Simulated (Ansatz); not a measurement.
Frontier orbitals of `[OH][AlH][CH2]F`.

```xyz
8

O     0.170    1.197   -1.558
Al   -0.369   -0.143   -0.669
C     0.327   -0.229    1.177
F    -0.174   -1.362    1.831
H    -0.077    1.379   -2.462
H    -1.349   -1.213   -1.300
H     0.048    0.651    1.771
H     1.422   -0.281    1.209
```

Charge 0, multiplicity 1. The geometry is a stationary point of PBE0-D4/def2-TZVP. It is one conformer, not always the lowest. Basis def2-TZVPP, Ansatz.

Orbital energies of one run (eV). Highest occupied ones, from the top: -10.14, -11.60, -11.86, -12.20, -13.22, -15.02, -15.82, -15.91, -16.87, -21.61, -30.10, -35.65, -76.08, -76.12. Empty: 0.80, 1.61, 1.97, 3.24, 4.20, 4.49.

**Question.** Which functional gave them?
A. r2SCAN0
B. ωB97M-V
C. PBE0
D. BHLYP

**Answer.** B. HOMO energies: ωB97M-V -10.14, r2SCAN0 -8.06, BHLYP -9.24, PBE0 -7.87 eV.
